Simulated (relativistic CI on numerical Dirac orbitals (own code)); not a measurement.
Yb3+: 4d photoemission

Computed with this model: Dirac-Coulomb-Breit CI, orbitals from a KLI potential per configuration, QED by a radiative potential, valence Slater integrals scaled by 0.8, multiplet model of photoemission in the sudden approximation; configurations [Xe] 4f13 → [Kr] 4d9 4f13 5s2 5p6; 80 K; Lorentzian 1 eV and Gaussian 0.6 eV FWHM. Energies are those of the free ion, without screening or charge transfer. The energies are binding energies and can lie tens of eV above those of solids. S is read from ⟨S²⟩ = S(S + 1).

Computed curve for free ion, scaled to 100 at the maximum (points under 2 are left out and the grid is thinned):

(Energy (eV), Intensity): (217.4, 2.1), (218.2, 2.9), (218.8, 3.9), (219.6, 6.4), (220.4, 13.6), (221.2, 44.5), (221.8, 84.5), (222.6, 69.7), (223.4, 39.6), (224.0, 20.2), (224.8, 22.4), (225.6, 47.9), (226.4, 36.3), (227.0, 20.6), (227.8, 11.0), (228.6, 12.6), (229.2, 21.6), (230.0, 48.9), (230.8, 100.0), (231.6, 41.9), (232.2, 24.5), (233.0, 20.4), (233.8, 10.2), (234.6, 9.2), (235.2, 13.1), (236.0, 37.0), (236.8, 54.6), (237.4, 51.4), (238.2, 39.0), (239.0, 27.8), (239.8, 10.7), (240.4, 8.7), (241.2, 8.3), (242.0, 10.2), (242.6, 22.2), (243.4, 46.6), (244.2, 16.3), (245.0, 5.6), (245.6, 3.4), (246.4, 2.1)

The ground state has S = 0.50, and the centroid lies at 230.82 eV.
